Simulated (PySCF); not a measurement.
Method used: PBE0/def2-SVPD in PySCF (dipole) on a GFN2-xTB geometry, gas phase. One conformer each; commonest isotopes, rigid rotors.

Species:
1. `[CH:1]#[C:2][CH2:3][NH:4][SiH2:5][C:6]([F:7])([F:8])[F:9]` with C2–C3–N4–Si5 -86°, C3–N4–Si5–C6 -173°
2. `[CH3:1][CH2:2][SiH2:3][SiH2:4][CH3:5]` with C1–C2–Si3–Si4 180°, C2–Si3–Si4–C5 180°
3. `C#CC1=CP=CS1`

Rotational constants (MHz) and dipole components (D):

```csv
set,A,B,C,μa,μb,μc
P,9154,1119,1039,0.06,0.05,0.00
Q,4110,1415,1053,0.75,0.38,0.00
R,3171,600.4,590.4,2.97,0.31,0.47
```

Which set belongs to which species?

P = 2, Q = 3, R = 1.

- 1 (set R): mass 153.0 u, 9 heavy atoms, longest extent 7.6 Å, C1, near-prolate asymmetric top, Ia, Ib, Ic = 159.4, 841.7, 856.0 u·Å².
- 2 (set P): mass 104.0 u, 5 heavy atoms, longest extent 8.1 Å, Cs, near-prolate asymmetric top, Ia, Ib, Ic = 55.2, 451.6, 486.5 u·Å².
- 3 (set Q): mass 126.0 u, 7 heavy atoms, longest extent 7.0 Å, Cs, asymmetric top, Ia, Ib, Ic = 123.0, 357.1, 480.1 u·Å².

Point groups hold within 0.08 Å; constants that symmetry makes equal can differ a little in the computed geometry, and forbidden dipole components can keep a residue. No structure here is proved a minimum.
